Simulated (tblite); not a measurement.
Start geometry of `CSC[C@@H](S)[CH]F` [radical] from a force field or distance geometry (Å):
```
atom  x, y, z in Å
C1     2.735   -0.207   -0.333
S2     1.130    0.540    0.101
C3    -0.263   -0.559   -0.030
C4    -1.433    0.266   -0.591
S5    -2.950   -0.696   -0.760
C6    -1.632    1.421    0.373
F7    -1.498    2.621   -0.326
H8     2.663   -1.323   -0.216
H9     3.485    0.194    0.405
H10    3.082    0.085   -1.329
H11   -0.094   -1.434   -0.703
H12   -0.581   -0.953    0.953
H13   -1.133    0.735   -1.537
H14   -2.660   -2.069   -0.731
H15   -0.855    1.388    1.197
```

What comes out of this run: GFN2-xTB geometry optimisation, gas phase (tblite 0.8.0)?

```
atom  x, y, z in Å
C1     2.4511   -0.1524   -0.5278
S2     1.4896    0.2571    0.9567
C3    -0.0396   -0.6762    0.6156
C4    -0.8903    0.0255   -0.4161
S5    -2.4896   -1.1245   -0.5968
C6    -1.3068    1.3332   -0.0339
F7    -1.7416    2.1782   -0.9804
H8     2.5515   -1.2313   -0.6054
H9     3.4268    0.3029   -0.3964
H10    1.9707    0.2586   -1.4107
H11    0.2261   -1.6821    0.2929
H12   -0.5661   -0.7317    1.5676
H13   -0.4745   -0.0128   -1.4222
H14   -3.0450   -0.3664   -1.5377
H15   -1.5666    1.6299    0.9671
```

The energy falls by 29.1 kcal/mol over 186 L-BFGS steps, the largest force on an atom goes from 2.15 to 0.010 eV/Å, and the atoms move by 0.889 Å rms after alignment. The bond that changes most is C4–S5 (ends: carbon bonded to 2 C, S and H; sulfur bonded to C and H), which lengthens by 0.175 Å. Bonds longer at the end by more than 0.005 Å: 2 of 14; shorter: 12. Among the angles that change most is C4–S5–H14, from 110.3° to 94.1°. Among the dihedrals that turn most is H13–C4–S5–H14, from 107° to -60°. Rotational constants go from 2570, 985.6, 748.8 to 2359, 983.6, 797.3 MHz. The orientation of the end geometry is arbitrary; only internal coordinates are fixed.

Time: 3.5 s wall. Hardware: AMD EPYC, one thread, no GPU, on a shared host.

Its GFN2-xTB frequencies are all real (lowest 27 cm⁻¹).

One conformer stands for the species.

The numbers are calculated, not measured.
